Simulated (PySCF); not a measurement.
# What a mistake does to a calculation on AlBH4O

Calculated results; nothing here was measured. They come from PySCF 2.14.0, an open-source quantum chemistry program, on an isolated molecule that a program drew, which may never have been made. The molecule is AlBH4O (charge 0, singlet), drawn as the SMILES string `B[O][AlH2]`.

Each row is a Hartree-Fock (HF) and frozen-core CCSD(T) single point in the cc-pV(D+d)Z basis, meant for a local HF minimum. Run 1 is clean. Each other run has one planted mistake out of seven kinds, and not every kind appears here: one electron removed, one electron added, multiplicity raised by two, geometry at a saddle point, minimal basis STO-3G, one bond length entered in bohr, all coordinates scaled. The reference is restricted for singlets and unrestricted otherwise, and also for a bond in bohr. Adding or removing an electron swaps singlet and doublet. Electrons count all cores. HOMO and LUMO are orbital energies over both spins, the gradient is its largest component, and the lowest frequency (negative if imaginary) is given only where the gradient is small. Bond lengths are over the 6 bonds as drawn. T1 is the CCSD diagnostic: over 0.02 (restricted) or 0.045 (unrestricted) a single reference is doubtful.

Geometry of the clean run:
```xyz
7
AlBH4O, angstrom
B     1.1528    0.3419    3.0237
O     0.9450   -0.7228    2.2404
Al    0.6821   -2.0674    1.2544
H     1.1988    1.4458    2.5383
H     1.2932    0.1953    4.2132
H     1.9374   -2.7863    0.6438
H    -0.8017   -2.5177    1.0074
```

```
run  electrons  basis functions  <S^2>  HOMO (eV)  LUMO (eV)  gradient (hartree/bohr)  lowest frequency (cm^-1)  mean bond (Å)  longest bond (Å)      T1  HF (hartree)  CCSD(T) (hartree)                          mistake
  1         30               71  0.000     -11.48       1.45                  4.2e-05                        97         1.4300             1.688  0.0161    -343.87783         -344.25418                         no fault
  2         30               71  2.041      -4.67      -2.34                  1.1e-01                         -         1.4300             1.688  0.0574    -343.66401         -344.02388       multiplicity raised by two
  3         30               71  0.000     -11.26       1.19                  4.6e-02                         -         1.5687             1.852  0.0201    -343.83111         -344.21870           all coordinates scaled
  4         30               71  0.611      -8.80       1.24                  2.6e-02                         -         1.6089             2.280  0.0683    -343.75900         -344.13831  one bond length entered in bohr
  5         29               71  0.775     -16.76      -8.20                  8.8e-02                         -         1.4300             1.688  0.0534    -343.51143         -343.86673             one electron removed
  6         30               71  0.000     -11.33       1.34                  3.4e-05                       -85         1.4344             1.706  0.0140    -343.87562         -344.25151                                ?
```

**Which mistake was planted in run 6, and what did it cost?**

The gradient is small, so the point is stationary, but the lowest frequency is imaginary (-85 cm^-1). So the mistake is: geometry at a saddle point. Subtracting run 1 and multiplying by 627.51 kcal/mol a hartree, the energy moved by 1.4 kcal/mol in HF and 1.7 kcal/mol in CCSD(T).

Cautions from the logs. Run 2: T1 is over the limit, so its CCSD(T) energy is less reliable; run 3: T1 is over the limit, so its CCSD(T) energy is less reliable; run 4: T1 is over the limit, so its CCSD(T) energy is less reliable; run 5: T1 is over the limit, so its CCSD(T) energy is less reliable.
